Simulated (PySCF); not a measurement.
Cl₂H₂Si, SMILES Cl[SiH2]Cl (connectivity only; charge and spin as stated), charge +1, multiplicity 2.

Coordinates come from a PBE-D3(BJ)/def2-TZVP optimisation. The multiplicity is an assumed one; other spin states were not compared. The isomer is the one that the SMILES or the coordinates give; other isomers of the formula were not compared.

All values below come from PBE-D3(BJ)/def2-TZVP in PySCF 2.14.0.

Frequencies are harmonic and unscaled.

```csv
mode,ν (cm⁻¹),IR (km/mol),moving atoms (share of kinetic energy)
1,75,3.1,"H 73 %, Si 22 %"
2,174,5.9,"Cl 70 %, Si 28 %"
3,434,0.0,"Cl 45 %, Si 41 %, H 13 %"
4,487,0.0,H 99 %
5,528,6.1,"Si 48 %, H 40 %, Cl 13 %"
6,583,20.2,"H 84 %, Cl 14 %"
7,621,34.8,"H 56 %, Cl 25 %, Si 19 %"
8,1851,169.8,H 97 %
9,1952,136.1,H 98 %
```
